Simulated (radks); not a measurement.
Values are calculated unless marked as measured or tabulated.
Spherical jellium clusters: N electrons in a uniform positive sphere of charge N and radius rs N^(1/3), rs = 2.47 bohr. Level of theory: non-relativistic Kohn-Sham, LDA (Slater exchange, Perdew-Wang correlation), spin-polarised, spherical densities (a radial shooting solver with Libxc functionals). Levels are named by radial order and angular momentum (1s, 1p, 1d, 2s, ...), and open shells are averaged over m.

N = 18, configuration 1s2 1p6 1d10. This is the lowest configuration that the search found. Occupied and some empty levels:

level,occupation,eigenvalue (eV),<r> (bohr)
1s,2,-9.2348,3.835
1p,6,-6.8523,4.849
1d,10,-4.2144,5.663
2s,0,-3.7626,5.252
1f,0,-1.4620,6.641
2p,0,-1.2561,7.536

Energy (eV): total -20.3989, kinetic 72.385, external -1578.5, Hartree 764.90, exchange-correlation -96.378, background 817.20. Static polarisability (adiabatic kernel): 436.6 bohr^3, against R^3 = 271.2 for a classical metal sphere.
